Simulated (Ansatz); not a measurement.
`CB[SiH]1C[SiH2]1` and `O[SiH]1C[SiH2]1` differ in one atom or group.

Ansatz, PBE0-D4/def2-TZVP geometries, multiplicity 1. Each molecule was computed in one conformer, which needn't be the lowest.

| property | `CB[SiH]1C[SiH2]1` |
| --- | --- |
| size of the dipole moment (B3LYP/def2-TZVPP) / D | 1.49 |
| HOMO energy (PBE/def2-TZVPP) / eV | -5.86 |
| HOMO energy (PBE0/def2-TZVPP) / eV | -6.75 |
| HOMO–LUMO gap (PBE/def2-TZVPP) / eV | 3.00 |
| size of the dipole moment (PBE/def2-TZVPP) / D | 1.43 |
| HOMO energy (B3LYP/def2-TZVPP) / eV | -6.55 |

Question: What does the change do to each property? (Best estimate.)

Answer: Ansatz gave: 
| property | `O[SiH]1C[SiH2]1` | shift |
| --- | --- | --- |
| size of the dipole moment (B3LYP/def2-TZVPP) / D | 2.28 | 0.79 |
| HOMO energy (PBE/def2-TZVPP) / eV | -5.22 | 0.64 |
| HOMO energy (PBE0/def2-TZVPP) / eV | -6.19 | 0.56 |
| HOMO–LUMO gap (PBE/def2-TZVPP) / eV | 3.41 | 0.41 |
| size of the dipole moment (PBE/def2-TZVPP) / D | 2.26 | 0.83 |
| HOMO energy (B3LYP/def2-TZVPP) / eV | -6.00 | 0.55 |

With PBE0 the HOMO rises by 0.56 eV and the LUMO rises by 1.13 eV, so the gap widens by about 0.57 eV. PBE moves the HOMO by 0.64 eV and ωB97M-V by 0.45 eV. Dipoles are sizes alone; their direction can turn.

B3LYP here is the variant with VWN-RPA as its local correlation; programs differ in this.
